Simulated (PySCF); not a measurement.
## Bond length, frequency and bond energy of CdI⁺ by level of theory

State: ¹Σ⁺ (singlet), closed shell. Set-up: Cd def2-SVP with ECP28, I def2-SVP with ECP28; scalar-relativistic core potentials (PySCF 2.14). De refers to Cd⁺ + I in their high-spin ground configurations, without counterpoise correction. A positive dipole points towards I; it is taken about the centre of mass and depends on that origin.

| Level | Re (Å) | ωe (cm⁻¹) | De (eV) | μ (D) | CPU s a point (SCF and correlation, without the integrals) |
| --- | --- | --- | --- | --- | --- |
| RHF | 2.593 | 225 | 0.66 | -8.43 | 0.066 |
| RHF-MP2 | 2.560 | 229 | 1.70 | n/a | 0.11 |
| RHF-SCS-MP2 | 2.575 | 222 | 1.62 | n/a | n/a |
| RHF-CCSD | 2.585 | 218 | 1.61 | n/a | n/a |
| RHF-CCSD(T) | 2.588 | 214 | 1.73 | n/a | 3.3 |
| PBE | 2.591 | 206 | 2.12 | -5.47 | 0.43 |
| BLYP | 2.629 | 192 | 1.98 | -5.18 | 0.34 |
| r²SCAN | 2.565 | 218 | 1.95 | -6.10 | 0.5 |
| TPSSh | 2.576 | 214 | 1.95 | -6.16 | 0.6 |
| B3LYP | 2.601 | 205 | 1.82 | -5.80 | 0.47 |
| PBE0 | 2.569 | 218 | 1.87 | -6.27 | 0.92 |
| LC-ωPBE | 2.531 | 239 | 1.60 | -7.12 | 0.63 |

Q: Which functional lies closest to RHF-CCSD(T) in De, which farthest, and by how much do they differ from it?

A: Closest is B3LYP (+1.3 pm in Re, -4.2 % in ωe, +0.09 eV in De against RHF-CCSD(T) in the same basis), farthest PBE (+0.3 pm in Re, -3.7 % in ωe, +0.39 eV in De). CCSD(T) converges more slowly with the basis than the functionals do and binds too weakly in this one, so the order can change at the basis-set limit.

Q: What does a quarter of exact exchange do here, going from PBE to PBE0?

A: PBE0 less PBE: -2.2 pm in Re, +5.8 % in ωe, -0.25 eV in De. Exact exchange removes part of the self-interaction that spreads semilocal densities, and in most molecules shortens and stiffens the bond and lowers De; so it does here.

Q: What does the three-parameter hybrid form, with a fifth of exact exchange, do here, going from BLYP to B3LYP?

A: B3LYP less BLYP: -2.8 pm in Re, +6.8 % in ωe, -0.16 eV in De. Exact exchange removes part of the self-interaction that spreads semilocal densities, and in most molecules shortens and stiffens the bond and lowers De; so it does here.

Correlated steps freeze 4 core orbitals. Correlated levels converge slowly with the basis: in double zeta they bind strong bonds too weakly, by up to about 1 eV, and carry superposition errors of some tenths. These are scalar-relativistic numbers at best; spin–orbit coupling would shift them, the dissociation energy most. For an ion De counts to the pair picked by the measured ionisation energies or electron affinities, which need not be the lowest pair at this level. Where the molecule has an RHF reference, its open-shell atoms are computed with UHF.

The whole job (state search and all levels along the bond) took about 1.6 min on 1 thread of Intel Xeon 6975P-C (shared host), peak memory 0.77 GiB.
